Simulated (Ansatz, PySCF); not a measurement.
Energy difference 2 R1 → 0.5 P1 + P2, each structure at its B3LYP-D3(BJ)/def2-TZVP stationary point, reached from a drawn start (curvature not checked).
P1: S2 (SMILES [S][S]), charge 0, multiplicity 3.
R1: OS (SMILES O=S), charge 0, multiplicity 3.
P2, SO2 (SMILES O=[S+][O-]) (charge 0, multiplicity 1):
```csv
atom,x (Å),y (Å),z (Å)
S,0.0000,0.0000,0.4878
O,0.0000,1.2386,-0.2438
O,0.0000,-1.2386,-0.2438
```

Quantity: the reaction energy.

P less R. No zero-point or thermal terms; singlets are restricted closed shells; open shells are unrestricted; no spin–orbit coupling.

Correlated levels freeze the cores. CBS(a, b) extrapolates the correlation energy as X⁻³ and adds the Hartree–Fock energy of set b.

Programs: Ansatz (Gaussian basis) for Hartree–Fock, density functionals and correlated methods; PySCF for the D3/D4 terms. Each number belongs to the level named beside it.

Costs are ratios of core time to PBE/def2-TZVPP (roughly 3 s), for whole runs (searches for the state included, and forces where a run took them) on one shared machine, so rough; each difference counts from -59.66 kcal/mol (CCSD(T)/CBS(cc-pV(T+d)Z, cc-pV(Q+d)Z), a level with limits of its own).

| level | basis functions | cost | difference (kcal/mol) |
|---|---|---|---|
| BLYP/def2-TZVPP | 104 | ×0.9 | 10.04 |
| PBE/def2-TZVPP | 104 | ×1 | 4.58 |
| PBE-D3(BJ)/def2-TZVPP | 104 | ×1 | 4.03 |
| revPBE-D3(BJ)/def2-TZVPP | 104 | ×1 | 6.97 |
| PBE0/def2-TZVPP | 104 | ×1 | 7.62 |
| r2SCAN-D3(BJ)/def2-TZVPP | 104 | ×1 | 8.24 |
| CAM-B3LYP-D3(BJ)/def2-TZVPP | 104 | ×2 | 10.07 |
| B2PLYP-D3(BJ)/def2-TZVPP | 104 | ×2 | 6.31 |
| CCSD(T)/cc-pV(D+d)Z | 51 | ×2 | 13.63 |
| wB97M-V/def2-TZVPP | 104 | ×3 | 3.53 |
| CCSD(T)/cc-pV(T+d)Z | 99 | ×5 | 4.82 |
| CCSD(T)/cc-pV(Q+d)Z | 174 | ×20 | 1.97 |

The cheapest listed level whose difference stays within 1.00 kcal/mol: none of those listed.

What the step from CCSD(T)/cc-pV(T+d)Z to CCSD(T)/cc-pV(Q+d)Z costs and buys: 99 to 174 functions, cost ×5 (rough); the difference goes from 4.82 to 1.97 kcal/mol.

Ansatz is a program for electronic structure.
